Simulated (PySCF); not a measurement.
A structure optimised at B3LYP-D3(BJ)/def2-SVP, used in a PySCF frequency run:

```xyz
8

O      0.5325    -1.4166     0.0000
Sn    -0.0249     0.5362     0.0000
H      0.6749     1.1723     1.4271
H      0.6749     1.1723    -1.4271
H     -1.7391     0.5613     0.0000
B     -0.2747    -2.4851     0.0000
H     -1.4900    -2.3687     0.0000
H      0.2363    -3.5868     0.0000
```

Problem. Write its SMILES, formula and point group.

Solution. B[O][SnH3], BH5OSn, Cs

Problem. What are its rotational constants (standard atomic weights)?

Solution. 32.146, 3.1973, 3.0523 GHz
